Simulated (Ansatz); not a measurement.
Mulliken charges of CH₅AsO (`OC[AsH2]`) from r2SCAN/def2-TZVPP in Ansatz (PBE0-D4/def2-TZVP geometry).

| atom | x (Å) | y (Å) | z (Å) | charge (e) |
| --- | --- | --- | --- | --- |
| O1 | -1.427 | 0.691 | -0.437 | -0.345 |
| C2 | -0.145 | 0.637 | 0.133 | -0.002 |
| As3 | 1.018 | -0.692 | -0.806 | 0.071 |
| H4 | -1.890 | -0.125 | -0.231 | 0.202 |
| H5 | -0.174 | 0.426 | 1.206 | 0.079 |
| H6 | 0.309 | 1.617 | -0.012 | 0.078 |
| H7 | 0.313 | -1.900 | -0.191 | -0.045 |
| H8 | 2.088 | -0.712 | 0.282 | -0.037 |

Q: By hand: the dipole of these point charges (1 e Å = 4.8032 D).

A: Σ q r = (0.102, -0.042, 0.139) e Å, of length 0.177 e Å = 0.85 D.

Q: How does the dipole of the full density compare? (Estimate.)

A: Ansatz gave: (-0.034, -0.133, 0.296) e Å, 1.57 D; the point charges give 0.54 times that, at 42° from its direction.

Point charges leave out the atoms' own dipoles, such as those of lone pairs, and Mulliken's split depends on the basis, so the two needn't agree.
